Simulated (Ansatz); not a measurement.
The same path of CH5NSSi (9 atoms, charge 0, multiplicity 1) was run twice with different band settings. The coordinate that changes most is the dihedral S4–C2–Si3–H7.

Level of theory: RKS B3LYP/def2-SVP in Ansatz.

Relaxed end points:

```xyz
9
Properties=species:S:1:pos:R:3
N -0.116 0.860 -1.593
C -0.412 0.272 -0.504
Si 1.081 -0.315 0.540
S -2.107 0.005 0.051
H -0.934 1.171 -2.134
H 1.882 0.874 0.939
H 1.905 -1.242 -0.280
H 0.607 -1.024 1.766
H -1.817 -0.648 1.198
```

```xyz
9
Properties=species:S:1:pos:R:3
N -0.273 0.100 -1.789
C -0.435 0.165 -0.529
Si 1.060 -0.415 0.514
S -1.947 0.769 0.246
H -1.086 0.422 -2.332
H 0.738 -0.337 1.970
H 2.219 0.470 0.219
H 1.380 -1.822 0.152
H -1.568 0.601 1.532
```

Common settings: movable images 7; climbing image yes; spring 5.0 eV/Å²; start path through a guess of the saddle point; force threshold 0.03 eV/Å; end points relaxed.

| run | optimiser | iteration limit | largest step |
| --- | --- | --- | --- |
| 1 | quadratic models (default) | 44 | default |
| 2 | fire | 59 | 0.02 Å |

(1) What does each run give, and how far can it be trusted?

Answers

(1) Run 1: converged after 7 iterations, highest image 0.002 eV above the first end. The top lies less than 8 meV above the higher end, about what the thresholds resolve: that end is a shoulder or a very shallow well. A vibrational analysis at the climbing image gives one clearly imaginary mode, 71i cm⁻¹: a first-order saddle point.
Run 2: converged after 29 iterations, highest image 0.003 eV above the first end. The top lies less than 8 meV above the higher end, about what the thresholds resolve: that end is a shoulder or a very shallow well. Another band between the same ends (7 images) ends at a top of the same energy, where a vibrational analysis finds 1 clearly imaginary mode.
